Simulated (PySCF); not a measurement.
Run record: geometry optimisation, [PtCl6]2-, `[Cl][Pt-2]([Cl])([Cl])([Cl])([Cl])[Cl]`.

Method: PBE0-D3(BJ)/def2-SVP geometry optimisation, gas phase, def2 core potentials past Kr (PySCF 2.14.0). Start geometry: GFN2-xTB. A driver script takes a list of jobs; this job's settings line and coordinates (Å) are shown.

Input:
```
{"job": {"xc": "PBE0", "basis": "def2-SVP", "d3": "d3bj", "grid": 1, "maxiter": 30, "shake": 0.03, "kind": "geom"}, "charge": -2, "multiplicity": 1}
Pt     0.063520    -0.074900     0.013330
Cl    -0.039690    -0.024730     2.345410
Cl    -0.042300     0.001430    -2.375260
Cl     2.453170     0.012310     0.008720
Cl    -2.354380    -0.027310    -0.052820
Cl    -0.019660     2.368480     0.002600
Cl     0.031200    -2.357300    -0.010540
```

Output:
```
step   0  E = -2878.98893250  max force = 0.039555
step   1  E = -2878.99371404  max force = 0.010792
step   2  E = -2878.99385369  max force = 0.002481
step   3  E = -2878.99421471  max force = 0.001996
step   4  E = -2878.99426661  max force = 0.000390
step   5  E = -2878.99426921  max force = 0.000309
optimisation converged
```

Energies in Eh; «max force» is the largest Cartesian gradient component in Eh/bohr.

Give the first gradient maximum in eV/Å.

With 1 Eh/bohr = 51.422 eV/Å, 2.034 eV/Å.

Summary of the converged run: final energy -2878.99427 Eh after 5 steps.

The ion is multiply charged and computed in the gas phase, without counter-ions or solvent; whether it holds all its electrons wasn't checked.

On an Intel Xeon 6975P-C with one thread, no GPU, shared host, this took 58 s of wall time and 0.62 GiB of memory at its peak.
Labels such as C1 count atoms from 1, the log's own numbers from 0.
